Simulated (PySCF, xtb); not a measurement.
Ga(H)(Cl)(OMe) (CH4ClGaO), SMILES [GaH]([Cl])[O]C.

GFN2-xTB run with xtb at its own geometry gives an orbital gap of 4.37 eV and a dipole moment of 2.21 D.

The structure is a stationary point at PBE0-D3(BJ)/def2-SVP. The structure was generated by enumeration; whether it is a known compound was not checked. One conformer was computed; it need not be the lowest.

### Question
What does B3LYP/def2-TZVP run with PySCF give? (The exact figures need the calculation; the answer reports its results.)

### Answer
gap 6.51 eV (levels -7.94 and -1.43 eV), dipole 2.59 D.
